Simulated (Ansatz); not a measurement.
Si(F)2(Me)(SeH) (CH4F2SeSi), SMILES [SeH][Si](C)(F)F.

Geometry optimised at PBE0-D3(BJ)/def2-SVP. The structure was generated by enumeration, and PubChem lists no compound with its InChIKey, so it may never have been made. One conformer was computed; it need not be the lowest.

Two levels are set side by side: PBE/def2-SVPD (Ansatz, an electronic-structure program) and PBE0/def2-SVPD (Ansatz). Energy differences of separate SCF runs at the same geometry; the states with an electron removed or added have multiplicity 2 and 2. Differences are taken from unrounded values.

```csv
quantity,PBE0
vertical ionisation energy (eV),9.84
vertical singlet–triplet gap (eV),5.16
```

Problem. What does PBE give, and how far is it from PBE0? (The exact figures need the calculation; the answer reports its results.)

Solution. 
```tsv
quantity	PBE	PBE minus PBE0
vertical ionisation energy (eV)	9.71	-0.13
vertical singlet–triplet gap (eV)	5.07	-0.09
```

Here PBE gives about what the other level gives.
